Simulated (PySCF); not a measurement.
Isomers of C5H11NSi. Theory: PySCF 2.14.0, density-fitted response routines, TDDFT B3LYP/def2-SVPD, vertical, gas phase, core orbitals frozen in the response. Geometries: GFN2-xTB; one conformer of each isolated species. Triplets are in the Tamm–Dancoff approximation.

A. `C1C[C@@H](N2CC2)[SiH2]1`
B. `C=C1CC[C@H]1N[SiH3]`
C. `CC(C)([SiH3])CC#N`
D. `C=C[C@@H]1CC[SiH2]N1`

Lowest singlet levels (six at most, fewer where fewer were computed) with oscillator strengths:

1. 240 nm (f 0.018); 217 nm (f 0.008); 195 nm (f 0.003); 193 nm (f 0.069); 192 nm (f 0.015); 187 nm (f 0.017); T1 4.24 eV
2. 241 nm (f 0.050); 223 nm (f 0.002); 210 nm (f 0.013); 204 nm (f 0.059); 192 nm (f 0.005); 189 nm (f 0.029); T1 4.71 eV
3. 227 nm (f 0.030); 214 nm (f 0.008); 206 nm (f 0.015); 190 nm (f 0.006); 183 nm (f 0.005); 183 nm (f 0.005); T1 4.51 eV
4. 171 nm (f 0.003); 161 nm (f 0.002); 160 nm (f 0.004); 158 nm (f 0.066); 154 nm (f 0.028); 154 nm (f 0.103); T1 6.47 eV

Question: Which spectrum belongs to which structure?

Answer: 1 = B, 2 = A, 3 = D, 4 = C.
- A: S1 at 5.15 eV, HOMO→LUMO (97%); Löwdin shares by element: HOMO nitrogen 44%, carbon 21% or more, silicon 11% (atoms not listed hold the other 24%); LUMO silicon 31%, hydrogen 21% or more, carbon 11% or more (atoms not listed hold the other 37%); HOMO -5.98 and LUMO -0.08 eV.
- B: S1 at 5.16 eV, HOMO→LUMO (95%); Löwdin shares by element: HOMO nitrogen 48%, carbon 18% or more, silicon 9% (atoms not listed hold the other 26%); LUMO carbon 52% or more, silicon 7% (atoms not listed hold the other 41%); HOMO -6.41 and LUMO -0.31 eV.
- C: S1 at 7.24 eV, HOMO→LUMO (98%); Löwdin shares by element: HOMO carbon 45% or more, silicon 21% (atoms not listed hold the other 34%); LUMO carbon 28% or more, silicon 16% (atoms not listed hold the other 56%); HOMO -8.27 and LUMO -0.15 eV.
- D: S1 at 5.46 eV, HOMO→LUMO (94%); Löwdin shares by element: HOMO nitrogen 53%, carbon 16% or more, silicon 9% (atoms not listed hold the other 22%); LUMO carbon 54% or more, silicon 7%, hydrogen 5% or more (atoms not listed hold the other 34%); HOMO -6.42 and LUMO -0.05 eV.
A and B have S1 within 0.02 eV of each other; their strongest listed levels stand at 6.07 eV (f 0.059) and 6.42 eV (f 0.069).
